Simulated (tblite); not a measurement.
Compound: C4H11NOSi2.
SMILES with atom numbers: `[CH2:1]=[N:2]/[CH:3]=[CH:4]\[CH2:5][SiH2:6][O:7][SiH3:8]` (hydrogens: H9, H10 on C1; H11 on C3; H12 on C4; H13, H14 on C5; H15, H16 on Si6; H17, H18, H19 on Si8)

Computed geometry: GFN2-xTB, gas phase.

(1) List the bond lengths, angles and torsions at this level.

Answers

(1) 
```tsv
bond	length (Å)	order
C1=N2	1.261	double
N2–C3	1.375	single
C3=C4	1.338	double
C4–C5	1.477	single
C5–Si6	1.915	single
Si6–O7	1.620	single
O7–Si8	1.620	single
C1–H9	1.079	single
C1–H10	1.096	single
C3–H11	1.093	single
C4–H12	1.081	single
C5–H13, C5–H14	1.089	single
Si6–H15, Si6–H16	1.461	single
Si8–H17, Si8–H18, Si8–H19	1.462	single
```

Bonds in one row agree within 0.01 Å and their mean is given. Orders are formal, as drawn. A selection of angles:
```tsv
angle	degrees
N2–C1–H9	118.5
N2–C1–H10	124.3
H9–C1–H10	117.1
C1–N2–C3	120.6
N2–C3–C4	120.7
N2–C3–H11	118.4
C4–C3–H11	120.8
C3–C4–C5	124.2
C3–C4–H12	118.8
C5–C4–H12	116.9
C4–C5–Si6	110.3
C4–C5–H13	110.1
Si6–C5–H13	109.7
Si6–C5–H14	108.1
H13–C5–H14	109.0
C5–Si6–O7	109.6
C5–Si6–H15	110.3
C5–Si6–H16	110.7
O7–Si6–H15	104.6
O7–Si6–H16	107.2
H15–Si6–H16	114.2
Si6–O7–Si8	165.4
O7–Si8–H17	108.5
O7–Si8–H18	105.3
H17–Si8–H18	111.6
H18–Si8–H19	112.9
```

Torsions: C1–N2–C3–C4 -177° (antiperiplanar); N2–C3–C4–C5 2° (synperiplanar); C3–C4–C5–Si6 92° (anticlinal); C4–C5–Si6–O7 51° (synclinal). The mirror-image conformer, all signs reversed, is as good.

Si6 (oxygen-bound silicon) is distorted tetrahedral (angles from 104.6° to 114.2°). The 2 C–N bonds span 1.261 Å (C1=N2, drawn double) to 1.375 Å (N2–C3, drawn single), a spread of 0.114 Å. The 2 C–C bonds span 1.338 Å (C3=C4, drawn double) to 1.477 Å (C4–C5, drawn single), a spread of 0.139 Å. Of the pairs four or more bonds apart, N2···H14 is among the closest relative to their van der Waals radii: 2.51 Å, 91 % of the sum of Bondi's values. N2 (imine nitrogen) is bent (angle 120.6°). Si8 (oxygen-bound silicon) is distorted tetrahedral (angles from 105.3° to 112.9°).

Point group: C1 (no symmetry element, even within 0.4 Å). GFN2-xTB frequencies show an imaginary mode (38i cm⁻¹), so the point is no minimum at that level. 3 starts were optimised and ended at 0.00, 2.78 and 2.85 kcal/mol (GFN2-xTB); the lowest of these is shown.

On Intel Xeon at 2.50 GHz, one thread, shared host with 64 logical CPUs at a one-minute load of 62, this took 4.3 s wall, 2.7 s CPU. This is the geometry optimisation.
